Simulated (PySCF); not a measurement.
O$_{2}$Se, charge +1, doublet, geometry from GFN2-xTB (a state made from the parent by changing its charge; the spin is typed, not shown lowest); CAMB3LYP/6-31G** in PySCF.

Here is a job for PySCF.
```python
from pyscf import gto, scf, dft

mol = gto.M(
    atom='''
O    -1.342264    0.456893    0.023446
Se    0.012101   -0.244836   -0.020512
O     1.290834    0.583660    0.063729
''',
    basis='6-31g**',
    charge=1,
    spin=1,
    verbose=3,
)

mf = dft.UKS(mol)
mf.xc = 'camb3lyp'
mf.grids.becke_scheme = dft.gen_grid.stratmann
mf.kernel()
mf.analyze()
```

It wrote (shortened):

```
converged SCF energy = -2551.23662477217  <S^2> = 0.76410719  2S+1 = 2.0140578
**** MO energy ****
                             alpha | beta                alpha | beta
MO #1   energy= -454.412698670778  | -454.412357696631  occ= 1 | 1
MO #2   energy= -58.6287778719392  | -58.6280557376262  occ= 1 | 1
MO #3   energy= -52.6870123787159  | -52.686795732486   occ= 1 | 1
MO #4   energy= -52.6853778007955  | -52.6843682654874  occ= 1 | 1
MO #5   energy= -52.6846292627705  | -52.6838985011514  occ= 1 | 1
MO #6   energy= -19.6154719683544  | -19.6036840037943  occ= 1 | 1
MO #7   energy= -19.615460034053   | -19.6036800063355  occ= 1 | 1
MO #8   energy= -8.38808891623824  | -8.38700191589983  occ= 1 | 1
MO #9   energy= -6.33117341566504  | -6.33034964405197  occ= 1 | 1
MO #10  energy= -6.32910940110546  | -6.3294903727363   occ= 1 | 1
MO #11  energy= -6.32761163403812  | -6.32484931021902  occ= 1 | 1
MO #12  energy= -2.66868755756343  | -2.66728865680528  occ= 1 | 1
MO #13  energy= -2.66628084550278  | -2.66542060923302  occ= 1 | 1
MO #14  energy= -2.66423064977757  | -2.66462535693251  occ= 1 | 1
MO #15  energy= -2.66281221820703  | -2.66067755139471  occ= 1 | 1
MO #16  energy= -2.66178607992859  | -2.6591022107594   occ= 1 | 1
MO #17  energy= -1.52953781926661  | -1.50647617423817  occ= 1 | 1
MO #18  energy= -1.44560438847693  | -1.41474930785812  occ= 1 | 1
MO #19  energy= -1.03268041906558  | -0.997271076595077 occ= 1 | 1
MO #20  energy= -0.872446400061142 | -0.838287826307243 occ= 1 | 1
MO #21  energy= -0.854202029452023 | -0.833900654259166 occ= 1 | 1
MO #22  energy= -0.846576980366392 | -0.813474935765412 occ= 1 | 1
MO #23  energy= -0.740413829760541 | -0.726077564524275 occ= 1 | 1
MO #24  energy= -0.739204498302981 | -0.701556703572881 occ= 1 | 1
MO #25  energy= -0.72656042456994  | -0.486626400777469 occ= 1 | 0
MO #26  energy= -0.388213798490356 | -0.375415527221588 occ= 0 | 0
MO #27  energy= -0.209494695246402 | -0.199151505512862 occ= 0 | 0
MO #28  energy= -0.178983366099364 | -0.153620002949824 occ= 0 | 0
MO #29  energy= -0.0421494588405338 | -0.0366794042181242 occ= 0 | 0
MO #30  energy= 0.0235018901797801 | 0.0235922648265641 occ= 0 | 0
MO #31  energy= 0.0591136734552711 | 0.0637368208222124 occ= 0 | 0
MO #32  energy= 0.113113893327519  | 0.121343297359093  occ= 0 | 0
MO #33  energy= 0.252004129631425  | 0.264073668210485  occ= 0 | 0

To work with the spin densities directly, `use mulliken_meta_spin()` only printing them here.

 ** Mulliken spin pop alpha/beta on meta-lowdin orthogonal AOs **
 ** Mulliken Spin Density (per atom)  **
spin density of  0 O =      0.42849
spin density of  1 Se =      0.14301
spin density of  2 O =      0.42850
 ** Mulliken pop alpha/beta on meta-lowdin orthogonal AOs **
 ** Mulliken atomic charges   ( Nelec_alpha | Nelec_beta ) **
charge of  0O =     -0.38238  (     4.40543      3.97695 )
charge of  1Se =      1.76475  (    16.18913     16.04612 )
charge of  2O =     -0.38237  (     4.40544      3.97694 )

WARN: System has nonzero charge 1; the dipole moment is origin-dependent.
Location of origin: [0. 0. 0.]

Dipole moment(X, Y, Z, Debye):  0.08470, -1.71326, -0.14353
```
